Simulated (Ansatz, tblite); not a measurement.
Removing and adding an electron: `Sc1sc(-c2sc(-c3sc(S)c4ccccc34)c3ccccc23)c2ccccc12`. The state is a singlet with charge 0. Geometry: PBE-D4/def2-SVP. Ansatz, gas phase; energy differences of separate SCF runs; the oxidised species was run as a doublet alone; the reduced species was run as a doublet alone.

```xyz
43

S    -6.904    1.433   -0.335
C    -5.311    0.713   -0.532
S    -3.868    1.597   -0.152
C    -2.815    0.250   -0.473
C    -1.387    0.390   -0.318
S    -0.739    1.206    1.073
C     0.915    1.023    0.570
C     1.979    1.568    1.378
S     1.838    3.165    2.054
C     3.387    3.104    2.829
S     4.007    4.485    3.726
C     4.028    1.877    2.565
C     5.310    1.450    3.025
C     5.749    0.176    2.716
C     4.932   -0.722    1.959
C     3.690   -0.334    1.485
C     3.217    0.986    1.754
C     0.976    0.332   -0.665
C     2.133    0.065   -1.459
C     1.988   -0.553   -2.689
C     0.697   -0.909   -3.187
C    -0.447   -0.646   -2.455
C    -0.336   -0.029   -1.172
C    -3.576   -0.883   -0.861
C    -3.112   -2.206   -1.131
C    -4.024   -3.191   -1.471
C    -5.424   -2.909   -1.549
C    -5.913   -1.648   -1.263
C    -5.001   -0.610   -0.901
H    -7.029    1.981   -1.585
H     3.675    4.061    4.987
H     5.918    2.148    3.620
H     6.736   -0.162    3.067
H     5.297   -1.740    1.758
H     3.060   -1.034    0.919
H     3.124    0.371   -1.097
H     2.877   -0.754   -3.305
H     0.613   -1.379   -4.179
H    -1.441   -0.887   -2.858
H    -2.040   -2.435   -1.053
H    -3.671   -4.213   -1.675
H    -6.120   -3.716   -1.826
H    -6.989   -1.420   -1.293
```

The xTB rows come from tblite. B3LYP takes the VWN-RPA correlation. Single mean-field runs in def2-TZVP are fitted with def2-universal-jkfit.

```tsv
level	−HOMO (eV)	vertical IE (eV)	−LUMO (eV)	vertical EA (eV)	HOMO–LUMO gap (eV)	IE − EA (eV)
GFN1-xTB	10.14	11.78	8.86	7.20	1.29	4.58
PBE-D4/def2-TZVP	4.63	6.19	3.15	1.69	1.48	4.50
B3LYP-D4/def2-TZVP	5.13	6.31	2.69	1.66	2.44	4.65
```

**Question.** Estimate the rows for GFN2-xTB, PBE0-D4/def2-TZVP.

**Answer.** 
```csv
level,−HOMO (eV),vertical IE (eV),−LUMO (eV),vertical EA (eV),HOMO–LUMO gap (eV),IE − EA (eV)
GFN2-xTB,9.67,11.25,8.43,6.86,1.23,4.39
PBE0-D4/def2-TZVP,5.31,6.33,2.60,1.64,2.71,4.69
```

Relaxing the oxidised species (PBE-D4/def2-SVP) changes its energy by -0.32 eV at PBE-D4/def2-TZVP, so the adiabatic ionisation energy to this nearest minimum is 5.87 eV. At PBE0-D4/def2-TZVP it is 6.06 eV.  Relaxing the reduced species (PBE-D4/def2-SVP) changes its energy by -0.07 eV at PBE-D4/def2-TZVP, so the adiabatic electron affinity to this nearest minimum is 1.76 eV. At PBE0-D4/def2-TZVP it is 1.65 eV.     Raw xTB energy differences between charge states are shifted by several eV; the methods need an empirical correction for them. Sets without diffuse functions give affinities that are too small.
